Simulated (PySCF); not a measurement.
H9NOSi3.
SMILES with atom numbers: `[NH2:1][SiH2:2][SiH2:3][O:4][SiH3:5]` (hydrogens: H6, H7 on N1; H8, H9 on Si2; H10, H11 on Si3; H12, H13, H14 on Si5)

Method: PBE0-D3(BJ)/def2-SVP geometry optimisation, gas phase (PySCF); density fitting, grid level 1; the optimiser is geomeTRIC in internal coordinates, started from a GFN2-xTB structure with every atom displaced at random (about 0.01 Å).

Step 6: E = -27294.7440 eV
```
atom  x, y, z in Å  |  force x, y, z in eV/Å
N1     -3.1806    0.2647    0.2593    0.008   0.001  -0.035
Si2    -1.7082   -0.5753    0.6356    0.171   0.013   0.046
Si3     0.0827    0.7984   -0.0297   -0.185   0.018  -0.086
O4      1.5173    0.1054    0.4187   -0.038  -0.044   0.089
Si5     3.0937   -0.3593    0.3580    0.115  -0.032  -0.039
H6     -4.0519   -0.2544    0.2514   -0.025   0.026   0.007
H7     -3.3237    1.1957    0.6345   -0.030   0.005   0.008
H8     -1.6892   -1.8429   -0.1584   -0.022  -0.007   0.005
H9     -1.5101   -0.9644    2.0771   -0.007  -0.017  -0.011
H10    -0.0232    2.1571    0.5942   -0.005   0.006  -0.005
H11     0.0422    0.9828   -1.5168    0.022   0.022   0.008
H12     3.3154   -1.2948   -0.7862   -0.004   0.001   0.000
H13     3.9860    0.8271    0.1843    0.000   0.005   0.011
H14     3.4424   -1.0555    1.6298    0.001   0.002   0.002
```

Step 7: E = -27294.7470 eV
```
atom  x, y, z in Å  |  force x, y, z in eV/Å
N1     -3.1694    0.3087    0.2905   -0.006   0.000  -0.032
Si2    -1.7235   -0.5918    0.6294    0.104   0.009   0.034
Si3     0.0839    0.7517   -0.0386   -0.099   0.008  -0.075
O4      1.5121    0.0737    0.4610   -0.030  -0.049   0.079
Si5     3.1047   -0.3359    0.3705    0.074  -0.012  -0.032
H6     -4.0519   -0.1854    0.2158   -0.020   0.016   0.017
H7     -3.3036    1.2137    0.7276   -0.015   0.006   0.000
H8     -1.7678   -1.8335   -0.2035   -0.009  -0.008   0.006
H9     -1.5250   -1.0300    2.0561   -0.001  -0.009  -0.008
H10    -0.0302    2.1322    0.5340   -0.013   0.004  -0.001
H11     0.0741    0.8831   -1.5319    0.013   0.028   0.005
H12     3.3392   -1.2623   -0.7786   -0.003   0.001  -0.003
H13     3.9529    0.8806    0.1837    0.002   0.006   0.009
H14     3.4971   -1.0202    1.6358    0.002   0.002   0.001
```

Question: Estimate the geometry and energy of step 8. (The exact step hangs on the optimiser's Hessian estimate; all steps are aligned on step 7, rigid shifts and turns removed.)

Answer: E = -27294.7488 eV, largest force 0.065 eV/Å
```
atom  x, y, z in Å  |  force x, y, z in eV/Å
N1     -3.1611    0.3276    0.3030   -0.011  -0.002  -0.018
Si2    -1.7274   -0.6007    0.6265    0.008   0.003   0.009
Si3     0.0828    0.7282   -0.0463    0.007   0.003  -0.041
O4      1.5059    0.0551    0.4844   -0.023  -0.036   0.049
Si5     3.1072   -0.3256    0.3764    0.018   0.011  -0.020
H6     -4.0507   -0.1499    0.2070   -0.007   0.001   0.018
H7     -3.2887    1.2232    0.7614    0.004   0.005  -0.005
H8     -1.8054   -1.8334   -0.2174    0.002  -0.005   0.005
H9     -1.5276   -1.0568    2.0467    0.005  -0.001  -0.001
H10    -0.0403    2.1168    0.5050   -0.010   0.001   0.002
H11     0.0964    0.8428   -1.5409    0.005   0.017   0.002
H12     3.3473   -1.2413   -0.7800    0.000   0.002  -0.004
H13     3.9320    0.9073    0.1910    0.001   0.003   0.003
H14     3.5222   -1.0085    1.6351    0.000  -0.001  -0.001
```

The energy changes by -0.0019 eV. The first-order estimate −F·Δx gives -0.0026 eV and the mean of the old and new forces, exact on a quadratic surface, -0.0018 eV. The step makes an angle of 84° with the force vector and moves no atom by more than 0.047 Å.

What follows is the cost of the whole optimisation. Time: 1.9 min; peak memory 0.53 GiB. Hardware: one thread of an Arm Neoverse V1, shared host.
